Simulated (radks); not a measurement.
Results of a calculation; reference values are marked as such.
Species: Be3+. Configuration: 1s1. Code: a radial shooting solver on a logarithmic mesh with Libxc functionals. Model: non-relativistic Kohn-Sham, LDA (Slater exchange, Perdew-Wang correlation), spin-polarised, spherical densities, point nucleus; open shells are filled with parallel spins first.

Unscreened Slater integrals over Kohn-Sham orbitals (cm^-1). They are taken over the spin-up orbitals. Empty in this configuration: 2s.

integral    value
F0(1s,1s)  541490
F0(1s,2s)  169210
G0(1s,2s)   16357
F0(2s,2s)  120770
